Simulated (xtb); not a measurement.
Job for xtb: GFN-FF on CH4GeS (SMILES [CH3][Ge][SH]), a point of a torsion scan.

```
$ xtb mol.xyz --gfnff --sp --chrg 0 --uhf 0
7

C     -0.90440533    -0.17025860     0.00997498
Ge     0.18781092     1.53390082    -0.26755919
S      2.21550771     0.61891193     0.13959289
H     -0.67412787    -0.93324616    -0.73574704
H     -1.97127639     0.04149722    -0.05283597
H     -0.70286877    -0.59410965     0.99439204
H      1.93323277    -0.60514857    -0.27962087
```

It printed:

```
[...]
           -------------------------------------------------
          |                Calculation Setup                |
           -------------------------------------------------



          ==================== Thresholds ====================
          CN  :   150.00000
          rep :   500.00000
          disp:  2500.00000
          HB1 :   250.00000
          HB2 :   450.00000

          Pauling EN used:
          Z : 1  EN :  2.20
          Z : 6  EN :  2.55
          Z :16  EN :  2.58
          Z :32  EN :  2.01
          electric field strengths (au): 0.000

           -------------------------------------------------
          |           Force Field Initialization            |
           -------------------------------------------------

          distances ...
          ----------------------------------------
          generating topology and atomic info file ...
          pair mat ...
          computing topology distances matrix with Floyd-Warshall algo ...
          making topology EEQ charges ...
          #fragments for EEQ constrain: 1
          ----------------------------------------
          generating topology and atomic info file ...
          pair mat ...
          computing topology distances matrix with Floyd-Warshall algo ...
          making topology EEQ charges ...
          #fragments for EEQ constrain: 1
          rings ...
          # BATM   14
          # H in HB   1
          doing iterative Hueckel for 1 subsystem(s) ...

  atom   neighbors  erfCN metchar sp-hybrid imet pi  qest     coordinates
    1  C       4    3.46   0.00         3    0    0  -0.086   -1.709078   -0.321742    0.018850
    2  Ge      2    1.87   0.04         2    0    0   0.162    0.354911    2.898652   -0.505614
    3  S       2    1.91   0.00         3    0    0  -0.208    4.186703    1.169574    0.263792
    4  H       1    0.97   0.00         0    0    0   0.024   -1.273917   -1.763580   -1.390360
    5  H       1    0.97   0.00         0    0    0   0.024   -3.725172    0.078418   -0.099846
    6  H       1    0.97   0.00         0    0    0   0.024   -1.328229   -1.122705    1.879129
    7  H       1    0.98   0.00         0    0    0   0.062    3.653280   -1.143565   -0.528407

          #atoms :   7
          #bonds :   6
          #angl  :   8
          #tors  :   4
          #nmol  :   1
          #optfrag :   1
           -------------------------------------------------
          |                   G F N - F F                   |
          |          A general generic force-field          |
          |                  Version 1.0.3                  |
           -------------------------------------------------
          Number of HB bonds (bound hydrogen)     0
          Number of HB bonds (unbound hydrogen)   0
          Number of XB bonds                      0

 E+G (total)                   0 d,  0 h,  0 min,  0.000 sec
 distance/D3 list               ...        0 min,  0.000 sec (  0.738%)
 non bonded repulsion           ...        0 min,  0.000 sec ( 16.148%)
 dCN                            ...        0 min,  0.000 sec (  2.566%)
 EEQ energy and q               ...        0 min,  0.000 sec ( 25.247%)
 D3                             ...        0 min,  0.000 sec ( 13.320%)
 EEQ gradient                   ...        0 min,  0.000 sec (  7.265%)
 bonds                          ...        0 min,  0.000 sec (  6.924%)
 bend and torsion               ...        0 min,  0.000 sec ( 11.531%)
 bonded ATM                     ...        0 min,  0.000 sec (  4.365%)
 HB/XB (incl list setup)        ...        0 min,  0.000 sec (  7.760%)

         :::::::::::::::::::::::::::::::::::::::::::::::::::::
Note: The following floating-point exceptions are signalling: IEEE_UNDERFLOW_FLAG IEEE_DENORMAL
normal termination of xtb
         ::                     SUMMARY                     ::
         :::::::::::::::::::::::::::::::::::::::::::::::::::::
         :: total energy              -0.745835234710 Eh    ::
         :: gradient norm              0.040295686760 Eh/a0 ::
         ::.................................................::
         :: bond energy               -0.762119058669 Eh    ::
         :: angle energy               0.001612178037 Eh    ::
         :: torsion energy             0.001208672897 Eh    ::
         :: repulsion energy           0.030739251496 Eh    ::
         :: electrostat energy        -0.014050570849 Eh    ::
         :: dispersion energy         -0.003133326144 Eh    ::
         :: HB energy                  0.000000000000 Eh    ::
         :: XB energy                  0.000000000000 Eh    ::
         :: bonded atm energy         -0.000092381478 Eh    ::
         :: external energy            0.000000000000 Eh    ::
         :: add. restraining           0.000000000000 Eh    ::
         :: total charge               0.000000000000 e     ::
         :::::::::::::::::::::::::::::::::::::::::::::::::::::

           -------------------------------------------------
          |                Property Printout                |
           -------------------------------------------------

molecular dipole:
                 x           y           z       tot (Debye)
 q only:       -0.667       0.080      -0.182       1.769

           -------------------------------------------------
          | TOTAL ENERGY               -0.745835234710 Eh   |
          | GRADIENT NORM               0.040295686760 Eh/α |
           -------------------------------------------------
########################################################################
[WARNING] Runtime exception occurred
-1- gfnff_setup: Could not read topology file.
########################################################################

------------------------------------------------------------------------
------------------------------------------------------------------------
 total:
 SCF:
```

The run finished.

Cost: around 0.04 core-seconds (rough).
